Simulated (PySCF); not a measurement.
Geometry (Å), atoms numbered from 1 in this order:
```xyz
12

F    -1.6254    0.8269    1.4576
B    -1.8008    0.1363    0.3457
F    -3.0289    0.1052   -0.1358
C    -0.6229   -0.6090   -0.3600
C     0.7208   -0.3758    0.2704
C     1.6028    0.7087   -0.1608
O     1.8598   -0.6306   -0.5209
H    -0.8611   -1.6888   -0.3696
H    -0.6017   -0.3159   -1.4238
H     0.8130   -0.7125    1.3133
H     1.2813    1.3698   -0.9774
H     2.3056    1.1596    0.5515
```

Geometry: PBE0-D3(BJ)/def2-SVP; GIAO absolute shieldings from PySCF 2.14, gas phase, non-relativistic, averaged over equivalent atoms.

At mPW1PW91/pcSseg-1 (144 basis functions, 12 s wall time on 1 thread of an Arm Neoverse V1, shared host):
| atoms | σ (ppm) |
| --- | --- |
| F1/F3 | 239.3 |
| B2 | 71.6 |
| C6 | 137.4 |
| C5 | 138.1 |
| C4 | 164.8 |
| O7 | 311.5 |
| H10 | 28.70 |
| H12 | 28.74 |
| H11 | 29.25 |
| H8 | 29.49 |
| H9 | 30.76 |

Q: What do these become at KT3/pcSseg-1?

A: 
| atoms | σ at KT3/pcSseg-1 | change |
| --- | --- | --- |
| F1/F3 | 232.9 | -6.4 |
| B2 | 75.0 | +3.4 |
| C6 | 136.5 | -0.9 |
| C5 | 136.4 | -1.7 |
| C4 | 163.7 | -1.1 |
| O7 | 297.6 | -13.9 |
| H10 | 28.70 | +0.00 |
| H12 | 28.78 | +0.04 |
| H11 | 29.31 | +0.06 |
| H8 | 29.52 | +0.03 |
| H9 | 30.83 | +0.07 |

The largest change is at O7 (ether oxygen). Cost: 144 basis functions, 19 s wall time on 1 thread of an Arm Neoverse V1, shared host. The order of the carbon signals changes between the two levels.

A carbon bonded to boron is broadened by the quadrupolar boron nucleus and is often missing from a measured spectrum.
